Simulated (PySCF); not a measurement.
SiHCl, SMILES [SiH]Cl (connectivity only; charge and spin as stated), neutral, multiplicity 1.

Geometry: PBE-D3(BJ)/def2-TZVP. The isomer is the one that the SMILES or the coordinates give; other isomers of the formula were not compared.

Two levels are set side by side: TDA-PBE/def2-TZVPD (PySCF) and TDA-PBE0/def2-TZVPD (PySCF). Vertical, same geometry. The lowest singlet is HOMO→LUMO 96 % with PBE and HOMO→LUMO 97 % with the other functional; states are paired by order. Differences are taken from unrounded values.

| quantity | TDA-PBE0 | TDA-PBE | TDA-PBE minus TDA-PBE0 |
|---|---|---|---|
| lowest singlet excitation (eV) | 2.78 | 2.65 | -0.14 |
| lowest triplet excitation (TDA) (eV) | 1.44 | 1.47 | 0.02 |
| first bright state (f over 0.05) (eV) | 6.04 | 5.62 | -0.42 |
| its oscillator strength | 0.12 | 0.12 | 0.01 |

A lower first singlet is the usual sign of a functional without exact exchange. Differences between two approximate levels are no errors against the true value.

Rough cost on one machine, each run with all the roots and properties that it gave: TDA-PBE0 against TDA-PBE within a factor of 2.
